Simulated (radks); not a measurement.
The numbers below are computed, except where a source is named.
Question: Successive ionisation energies (eV) of one element, from differences of total energies of ions in their ground configurations, starting at charge 0: 5.256, 14.271, 21.074, 46.716, 69.264, 112.36, 115.94, 133.34, 146.90, 172.23, 191.07, 220.06, 252.13, 298.28, 320.63, 338.31, 374.82, 412.68, 451.85, 492.30, 533.98, 576.87. Level of theory: scalar-relativistic Kohn-Sham, PBE, spin-unpolarised, spherical densities, point nucleus (a radial shooting solver on a logarithmic mesh with Libxc functionals). Which element is it?

Answer: Lutetium (Z = 71). The first species listed is Lu in [Xe] 4f14 5d1 6s2, the last Lu21+ in [Kr] 4d10 4f4.
